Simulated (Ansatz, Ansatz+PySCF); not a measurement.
```csv
atom,x (Å),y (Å),z (Å)
O,0.0000,0.0000,-1.1593
C,0.0000,0.0000,0.0000
O,0.0000,0.0000,1.1593
```

Basis set: def2-SVP (spherical functions). Frozen core: 3 orbitals. Charge 0, multiplicity 1.

Computed with Ansatz (development build ahead of 0.2.0); each method stands on the lowest determinant of its kind that the runs found. Restricted open shells among the atoms or ions are ROHF, correlated in semicanonical orbitals with singles. Restricted functionals stand beside restricted open-shell atoms, which can lie above the unrestricted atoms usual in DFT and then raise those values.

The atomization energy at this shape (free ground-state atoms in the same class of orbitals less the molecule, no zero-point energy) of singlet CO2:

```csv
method,atomization energy
ωB97X (restricted),17.31 eV
ωB97X (unrestricted),17.08 eV
r²SCAN (unrestricted),17.34 eV
r²SCAN (restricted),17.60 eV
PBE (restricted),18.50 eV
PBE (unrestricted),18.37 eV
PBE0 (unrestricted),17.23 eV
RHF-CCSD(T),16.09 eV
RHF-CCSD,15.68 eV
RHF-MP2,17.12 eV
RHF,11.26 eV
UHF,10.87 eV
```

Q: What does PBE0 (restricted) give?

A: 17.40 eV.
